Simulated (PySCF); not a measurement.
## How the method changes the constants of KBi⁺

State: ⁴Σ⁻ (quartet), unpaired electrons σ ↑, π ↑↑. Set-up: K def2-SVP, Bi def2-SVP with ECP60; scalar-relativistic core potentials (PySCF 2.14). De refers to K⁺ + Bi in their high-spin ground configurations, without counterpoise correction. The functionals are run spin-unrestricted. A positive dipole points towards Bi; it is taken about the centre of mass and depends on that origin.

```json
{"Level": "UHF", "Re (Å)": "4.134", "ωe (cm⁻¹)": "47.1", "De (eV)": "n/a", "μ (D)": "-15.01"}
{"Level": "UHF-MP2", "Re (Å)": "4.008", "ωe (cm⁻¹)": "54.9", "De (eV)": "n/a", "μ (D)": "n/a"}
{"Level": "UHF-SCS-MP2", "Re (Å)": "4.027", "ωe (cm⁻¹)": "53.8", "De (eV)": "n/a", "μ (D)": "n/a"}
{"Level": "UHF-CCSD", "Re (Å)": "4.016", "ωe (cm⁻¹)": "54.9", "De (eV)": "n/a", "μ (D)": "n/a"}
{"Level": "UHF-CCSD(T)", "Re (Å)": "4.010", "ωe (cm⁻¹)": "55.4", "De (eV)": "n/a", "μ (D)": "n/a"}
{"Level": "LDA", "Re (Å)": "3.782", "ωe (cm⁻¹)": "62.6", "De (eV)": "n/a", "μ (D)": "-12.92"}
{"Level": "PBE", "Re (Å)": "3.937", "ωe (cm⁻¹)": "56.0", "De (eV)": "n/a", "μ (D)": "-13.63"}
{"Level": "r²SCAN", "Re (Å)": "3.955", "ωe (cm⁻¹)": "54.0", "De (eV)": "n/a", "μ (D)": "-14.00"}
{"Level": "M06-L", "Re (Å)": "3.937", "ωe (cm⁻¹)": "53.7", "De (eV)": "n/a", "μ (D)": "-13.90"}
{"Level": "PBE0", "Re (Å)": "3.939", "ωe (cm⁻¹)": "54.7", "De (eV)": "n/a", "μ (D)": "-13.84"}
{"Level": "ωB97X", "Re (Å)": "3.881", "ωe (cm⁻¹)": "54.1", "De (eV)": "n/a", "μ (D)": "-13.73"}
{"Level": "B2PLYP", "Re (Å)": "3.969", "ωe (cm⁻¹)": "54.8", "De (eV)": "n/a", "μ (D)": "-14.06"}
```

Task: What does all correlation do here, going from UHF to UHF-CCSD(T)?

Result: UHF-CCSD(T) less UHF: -12.4 pm in Re, +17.6 % in ωe. Correlation nearly always deepens the well. The bond shortens, as in weak, metallic or heavy-atom bonds, where dispersion and the correlation of outer-core electrons pull the atoms together.

Correlated steps freeze 9 core orbitals. Spin–orbit coupling is left out, which matters for elements this heavy, above all for dissociation energies. B2PLYP dipoles, levels and charges come from its SCF part alone. The state is the lowest determinant that a PBE0 search found; another state may lie lower at other levels.
